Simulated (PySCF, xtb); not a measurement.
CoCl2, SMILES [Cl][Co][Cl] (connectivity only; charge and spin as stated), neutral, multiplicity 4.

Harmonic wavenumbers (cm⁻¹) from xtb with GFN2-xTB at its own minimum, in rising order: 69, 69, 343, 473.

Task: What does PySCF with PBE-D3(BJ)/def2-TZVP give at its own minimum? (The exact figures need the calculation; the answer reports its results.)

Result: 72, 72, 349, 499. Paired by order, the mean absolute difference is 9 cm⁻¹ and the zero-point energies are 1.4 and 1.4 kcal/mol.
